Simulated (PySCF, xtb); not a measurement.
Ga(F)(Me)(OMe) (C₂H₆FGaO), SMILES [F][Ga]([O]C)[CH3]. Other conformers were not sampled.

Harmonic wavenumbers (cm⁻¹) from GFN2-xTB (xtb) at its own minimum, in rising order: 24, 58, 72, 107, 119, 131, 190, 403, 461, 510, 694, 709, 1067, 1125, 1128, 1226, 1404, 1407, 1412, 1473, 1474, 2929, 2948, 2955, 2989, 3001, 3016.

### Question
What does PBE-D3(BJ)/def2-SVP in PySCF 2.14.0 give at its own minimum? (The exact figures need the calculation; the answer reports its results.)

### Answer
43, 83, 99, 111, 158, 163, 258, 539, 620, 683, 703, 735, 1095, 1135, 1160, 1170, 1377, 1379, 1412, 1423, 1428, 2895, 2971, 2991, 2992, 3100, 3111. Paired by order, the mean absolute difference is 48 cm⁻¹ and the zero-point energies are 47.2 and 48.4 kcal/mol.
